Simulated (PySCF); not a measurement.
Level of theory: PBE-D3(BJ)/def2-TZVP // B3LYP-D3(BJ)/def2-TZVP run with PySCF. Isolated molecules, 0 K electronic values unless said otherwise. Excitations are Tamm–Dancoff values on a coarser integration grid. The basis has no diffuse functions, so Rydberg states are missing or too high.

Reference species (SMILES): `[SnH3][SnH3]` (neutral, multiplicity 1).

| Item | Result |
|---|---|
| LUMO | -1.47 eV |
| HOMO | -6.73 eV |
| brightest of the four lowest singlets (TDA) | 6.11 eV |
| S1 oscillator strength | 0.631 |

Changed species: `[CH3][SnH3]`.

Question: What does the change do to the LUMO, HOMO, brightest of the four lowest singlets (TDA) and S1 oscillator strength?

Answer: the LUMO rises by 1.00 eV, to -0.47 eV; the HOMO decreases by 0.47 eV, to -7.20 eV; the brightest of the four lowest singlets (TDA) rises by 1.50 eV, to 7.61 eV; the S1 oscillator strength drops by 0.465, to 0.166.
